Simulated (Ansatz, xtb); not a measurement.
# CH3SSn−: where a starting geometry ends

The starting geometry of this gas-phase singlet was built from a drawn formula by distance geometry and a force field; its bonds are those of `[S-][CH2][SnH]`.

```xyz
6

C     0.3919   -1.1721    0.1345
S    -1.2445   -0.7329   -0.1223
Sn    1.6117    0.6913    0.1983
H     0.5312   -1.7125    1.0594
H     0.7915   -1.7525   -0.7026
H     1.0167    1.6344    1.5294
```

Problem. Where would you expect an optimisation with r2SCAN-D4/def2-SVPD to take it?

Solution. It rearranges to `[CH2]1[S][SnH-]1`. Contacts that close: S2–Sn3 (3.21 → 2.57 Å).

The energy falls by 1.14 eV over 8 steps:

| step | E − E(last) (eV) |
| --- | --- |
| 1 | 1.137 |
| 2 | 0.571 |
| 3 | 0.188 |
| 4 | 0.057 |
| 5 | 0.034 |
| 6 | 0.001 |
| 7 | 0.000 |
| 8 | 0.000 |

Final geometry (Å):

```xyz
6

C     0.5222   -1.2288    0.1704
S    -1.0368   -0.3707   -0.2567
Sn    1.1964    0.9013   -0.0993
H     0.5319   -1.6399    1.1898
H     0.8387   -1.9649   -0.5818
H     1.0461    1.2587    1.6743
```

From the same start GFN2-xTB reaches the same bonding as this run.

The end wasn't checked by frequencies. Atoms past krypton carry core potentials, without spin–orbit terms. Run with Ansatz 0.2.0, 17 s on 2 threads of Arm Neoverse V1, with other jobs on the host.
